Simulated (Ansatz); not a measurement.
Isomers of SnO₄H₄ (singlet), relaxed with B3LYP-D4/def2-SVP; total energies from Ansatz at ωB97X-V/def2-TZVP.

| isomer | description | energy (Eh) |
| --- | --- | --- |
| A | point group not assigned; 3 × O–Sn 1.85 to 2.42 Å; 1 × O–O 1.45 Å; 3 × H–O 0.97 to 1.01 Å; 1 × H–Sn 1.71 Å | -517.49059 |
| B | point group not assigned; 3 × O–Sn 1.88 to 2.37 Å; 1 × O–O 1.45 Å; 3 × H–O 0.97 to 1.05 Å; 1 × H–Sn 1.71 Å | -517.50276 |
| C | point group not assigned; 2 × O–O 1.45 to 1.46 Å; 1 × O–Sn 2.07 Å; 3 × H–O 0.97 to 1.00 Å; 1 × H–Sn 1.80 Å | -517.43311 |

In the def2 sets Sn takes a core potential; there is no spin–orbit coupling.

The isomers come from a short search, and lower ones may exist.

**Question.** Work out the relative energies (1 Eh = 2625.5 kJ/mol) and the Boltzmann populations at 1200 K from electronic energies alone (R = 8.314 J/mol/K).

**Answer.** ΔE: A 32.0, B 0.0, C 182.9 kJ/mol. RT = 9.98 kJ/mol. Factors exp(−ΔE/RT): A 0.0405, B 1, C 1.1e-08; sum 1.041. Populations: A 3.9 %, B 96.1 %, C 0.0 %. Zero-point energy, vibrational entropy and symmetry numbers are left out and can shift these; an error of 4 kJ/mol changes a ratio by a factor of 1.5. Over the other density-functional and correlated levels in def2 sets, the gap between B and A ranges from 17 to 31 kJ/mol.
